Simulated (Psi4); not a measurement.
C5H10O2, charge +1, doublet, at a GFN2-xTB geometry (a state made from the parent by changing its charge; the spin is typed, not shown lowest); B3LYP5/STO-3G run with Psi4.

Psi4 was given this input:
```
memory 2 GB

molecule {
1 2
C    -0.80635248    0.19869041    1.53112114
C    -0.63727399    0.16470995    0.03052585
C    -1.54847617   -0.81221274   -0.66130966
C    -0.54997227    1.50883974   -0.65586589
C     0.93429249   -0.36807611   -0.11925253
O     1.72672587    0.43617278    0.49177419
O     1.11586504   -1.35705086   -0.73251051
H    -0.15416843    0.92680138    2.00692103
H    -1.84427610    0.47409646    1.74370657
H    -0.66212793   -0.77914752    1.99130477
H    -2.58012032   -0.46803944   -0.56815920
H    -1.50089638   -1.80314843   -0.21503004
H    -1.33020590   -0.89360904   -1.72370935
H     0.09892288    2.20374074   -0.12847950
H    -0.23502313    1.42910309   -1.69656056
H    -1.55881509    1.93301212   -0.68378964
H     2.67267783    0.19250783    0.44837289
}

set {
  basis sto-3g
  reference uks
}

energy('b3lyp5')
print_variables()
```

The log (banner, timings and long lists left out):

```
   => Loading Basis Set <=

    Name: STO-3G
    Role: ORBITAL
    Keyword: BASIS

         ---------------------------------------------------------
                                   SCF
               by Justin Turney, Rob Parrish, Andy Simmonett
                          and Daniel G. A. Smith
                              UKS Reference
         ---------------------------------------------------------

  ==> Geometry <==

    Molecular point group: c1
    Full point group: C1

    Geometry (in Angstrom), charge = 1, multiplicity = 2:

       Center              X                  Y                   Z               Mass
    ------------   -----------------  -----------------  -----------------  -----------------
         C           -0.875169942722     0.229899717824     1.542526879156    12.000000000000
         C           -0.706091452722     0.195919257824     0.041931589156    12.000000000000
         C           -1.617293632722    -0.781003432176    -0.649903920844    12.000000000000
         C           -0.618789732722     1.540049047824    -0.644460150844    12.000000000000
         C            0.865475027278    -0.336866802176    -0.107846790844    12.000000000000
         O            1.657908407278     0.467382087824     0.503179929156    15.994914619570
         O            1.047047577278    -1.325841552176    -0.721104770844    15.994914619570
         H           -0.222985892722     0.958010687824     2.018326769156     1.007825032230
         H           -1.913093562722     0.505305767824     1.755112309156     1.007825032230
         H           -0.730945392722    -0.747938212176     2.002710509156     1.007825032230
         H           -2.648937782722    -0.436830132176    -0.556753460844     1.007825032230
         H           -1.569713842722    -1.771939122176    -0.203624300844     1.007825032230
         H           -1.399023362722    -0.862399732176    -1.712303610844     1.007825032230
         H            0.030105417278     2.234950047824    -0.117073760844     1.007825032230
         H           -0.303840592722     1.460312397824    -1.685154820844     1.007825032230
         H           -1.627632552722     1.964221427824    -0.672383900844     1.007825032230
         H            2.603860367278     0.223717137824     0.459778629156     1.007825032230

  Running in c1 symmetry.

  Rotational constants: A =      0.10968  B =      0.08144  C =      0.06866 [cm^-1]
  Rotational constants: A =   3287.99610  B =   2441.41585  C =   2058.49825 [MHz]
  Nuclear repulsion =  331.849918492863424

  Charge       = 1
  Multiplicity = 2
  Electrons    = 55
  Nalpha       = 28
  Nbeta        = 27

  ==> Algorithm <==

  SCF Algorithm Type is DF.
  DIIS enabled.
  MOM disabled.
  Fractional occupation disabled.
  Guess Type is SAD.
  Energy threshold   = 1.00e-06
  Density threshold  = 1.00e-06
  Integral threshold = 1.00e-12

  ==> Primary Basis <==

  Basis Set: STO-3G
    Blend: STO-3G
    Number of shells: 31
    Number of basis functions: 45
    Number of Cartesian functions: 45
    Spherical Harmonics?: true
    Max angular momentum: 1

  ==> DFT Potential <==

   => LibXC <=

    Version 7.1.2
    S. Lehtola, C. Steigemann, M. J. T. Oliveira, and M. A. L. Marques,  SoftwareX 7, 1–5 (2018) (10.1016/j.softx.2017.11.002)

   => Composite Functional: B3LYP5 <=

    B3LYP5 Hyb-GGA Exchange-Correlation Functional

    P. J. Stephens, F. J. Devlin, C. F. Chabalowski, and M. J. Frisch,  J. Phys. Chem. 98, 11623 (1994) (10.1021/j100096a001)

    Deriv               =              1
    GGA                 =           TRUE
    Meta                =          FALSE

    Exchange Hybrid     =           TRUE
    MP2 Hybrid          =          FALSE

   => Exchange Functionals <=

    0.0800   Slater exchange
    0.7200         Becke 88

   => Exact (HF) Exchange <=

    0.2000               HF

   => Correlation Functionals <=

    0.1900   Vosko, Wilk & Nusair (VWN5)
    0.8100   Lee, Yang & Parr

   => LibXC Density Thresholds  <==

    XC_HYB_GGA_XC_B3LYP5:  1.00E-15

   => Molecular Quadrature <=

    Radial Scheme          =       TREUTLER
    Pruning Scheme         =           NONE
    Nuclear Scheme         =       TREUTLER

    Blocking Scheme        =         OCTREE
    BS radius alpha        =              1
    Pruning alpha          =              1
    Radial Points          =             75
    Spherical Points       =            302
    Total Points           =         355850
    Total Blocks           =           2680
    Max Points             =            256
    Max Functions          =             42
    Weights Tolerance      =       1.00E-15

   => Loading Basis Set <=

    Name: (STO-3G AUX)
    Role: JKFIT
    Keyword: DF_BASIS_SCF

  ==> Integral Setup <==

  SCF_SUBTYPE=INCORE selected. In-core MEM_DF algorithm will be used.
  Using in-core AOs.

  ==> MemDFJK: Density-Fitted J/K Matrices <==

    J tasked:                   Yes
    K tasked:                   Yes
    wK tasked:                   No
    Algorithm:                 Core
    Schwarz Cutoff:           1E-12
    Mask sparsity (%):       1.4815
    Fitting Condition:        1E-10

   => Auxiliary Basis Set <=

  Basis Set: (STO-3G AUX)
    Blend: DEF2-UNIVERSAL-JKFIT
    Number of shells: 235
    Number of basis functions: 709
    Number of Cartesian functions: 831
    Spherical Harmonics?: true
    Max angular momentum: 4

  Minimum eigenvalue in the overlap matrix is 1.9933554993E-01.
  Reciprocal condition number of the overlap matrix is 7.6622063205E-02.
    Using symmetric orthogonalization.

  ==> Pre-Iterations <==

  SCF Guess: Superposition of Atomic Densities via on-the-fly atomic UHF (no occupation information).

   -------------------------
    Irrep   Nso     Nmo
   -------------------------
     A         45      45
   -------------------------
    Total      45      45
   -------------------------

  ==> Iterations <==

                           Total Energy        Delta E     RMS |[F,P]|

   @DF-UKS iter SAD:  -339.08114072924258   -3.39081e+02   0.00000e+00
   @DF-UKS iter   1:  -341.93503360876610   -2.85389e+00   9.52094e-03 DIIS/ADIIS
   @DF-UKS iter   2:  -341.77637623336130    1.58657e-01   1.61053e-02 DIIS/ADIIS
   @DF-UKS iter   3:  -342.03145673022993   -2.55080e-01   3.95520e-03 DIIS/ADIIS
   @DF-UKS iter   4:  -342.05039007192244   -1.89333e-02   1.57751e-03 DIIS/ADIIS
   @DF-UKS iter   5:  -342.05329702224810   -2.90695e-03   3.48317e-04 DIIS/ADIIS
   @DF-UKS iter   6:  -342.05347573463013   -1.78712e-04   7.81348e-05 DIIS
   @DF-UKS iter   7:  -342.05349119059474   -1.54560e-05   2.36304e-05 DIIS
   @DF-UKS iter   8:  -342.05349268982013   -1.49923e-06   6.78882e-06 DIIS
   @DF-UKS iter   9:  -342.05349290320805   -2.13388e-07   1.47608e-06 DIIS
   @DF-UKS iter  10:  -342.05349291722706   -1.40190e-08   7.95994e-07 DIIS
  Energy and wave function converged.

  ==> Post-Iterations <==

   Electrons on quadrature grid:
      Nalpha   =   27.9999830485 ; deviation = -1.695e-05
      Nbeta    =   26.9999845645 ; deviation = -1.544e-05
      Ntotal   =   54.9999676130 ; deviation = -3.239e-05

   @Spin Contamination Metric:   4.595392789E-03
   @S^2 Expected:                7.500000000E-01
   @S^2 Observed:                7.545953928E-01
   @S   Expected:                5.000000000E-01
   @S   Observed:                5.000000000E-01

    Orbital Energies [Eh]
    ---------------------

    Alpha Occupied:

[...]
      28A     -0.476144

    Alpha Virtual:

[...]
    Beta Occupied:

[...]
    Beta Virtual:

[...]
    Final Occupation by Irrep:
              A
    DOCC [    27 ]
    SOCC [     1 ]
    NA   [    28 ]
    NB   [    27 ]

  @DF-UKS Final Energy:  -342.05349291722706

   => Energetics <=

    Nuclear Repulsion Energy =            331.8499184928634236
    One-Electron Energy =               -1110.7071628600958775
    Two-Electron Energy =                 475.0952251394991208
    DFT Exchange-Correlation Energy =     -38.2914736894937704
    Empirical Dispersion Energy =           0.0000000000000000
    VV10 Nonlocal Energy =                  0.0000000000000000
    Total Energy =                       -342.0534929172270608

  UHF NO Occupations:
  HONO-2 :   26  A 1.9991503
  HONO-1 :   27  A 1.9988088
  HONO-0 :   28  A 1.0000000
  LUNO+0 :   29  A 0.0011912
  LUNO+1 :   30  A 0.0008497
  LUNO+2 :   31  A 0.0001046
  LUNO+3 :   32  A 0.0000704

Computation Completed

Properties will be evaluated at   0.000000,   0.000000,   0.000000 [a0]

Properties computed using the SCF density matrix

 Multipole Moments:

 ------------------------------------------------------------------------------------
     Multipole            Electronic (a.u.)      Nuclear  (a.u.)        Total (a.u.)
 ------------------------------------------------------------------------------------

 L = 1.  Multiply by 2.5417464519 to convert [e a0] to [Debye]
 Dipole X            :          8.2339842           -7.2825844            0.9513997
 Dipole Y            :         -3.2455919            3.3027146            0.0571227
 Dipole Z            :         -1.0589982            1.2070083            0.1480100
 Magnitude           :                                                    0.9645369

 ------------------------------------------------------------------------------------

  Variable Map:
  ----------------------------------------------------------------------------
[...]
  Array Variable Map:
  ----------------------------------------------------------------------------
[...]
[...]
```
